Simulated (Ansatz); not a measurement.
Cu, charge +2, doublet (a state made from the parent by changing its charge; the spin is typed, not shown lowest); CAM-B3LYP/cc-pVDZ (Ansatz, an electronic-structure program).

Input for Ansatz:
Ansatz 0.2 input:
```yaml
crystal:
  periodic: [false, false, false]
  atoms:
    - {symbol: Cu, position_ang: [0.00000000, 0.00000000, 0.00000000]}
basis:
  gaussian:
    orbitals: cc-pVDZ
hamiltonian:
  xc: cam_b3lyp
total_charge: 2
magnetization: {spin_polarized: true, initial_magnetization: 1}
```

Output, abridged:

```
Functional definition: CAM-B3LYP
305 factors; integrals over basis functions are off by at most 8.4e-5 eV
70 factors; integrals over basis functions are off by at most 8.6e-5 eV
mean field evaluation 1: about -44579.5847 eV, gradient 1.5e2 eV
mean field evaluation 2: about -44411.7880 eV, gradient 3.3e2 eV
mean field evaluation 4: about -44615.2227 eV, gradient 7.4e-1 eV
mean field evaluation 8: about -44615.2254 eV, gradient 5.2e-2 eV
mean field evaluation 16: about -44615.2335 eV, gradient 1.0e0 eV
mean field evaluation 32: about -44615.2254 eV, gradient 1.1e-5 eV
mean field evaluation 64: about -44615.2335 eV, gradient 8.0e-2 eV
mean field evaluation 96: about -44615.2341 eV, gradient 5.8e-2 eV
mean field -44615.24089372 eV, -1639.5798615477 hartree, gradient 1.5e-6 eV, S^2 0.750443; 10 other end points of the search recorded, 0 dependent functions left out
reference -44615.24093761 eV, -1639.5798631609 hartree; 14, 13 occupied and 29, 30 virtual orbitals, 305 factors
Total energy: -44615.24093761 eV, -1639.5798631609 hartree
```
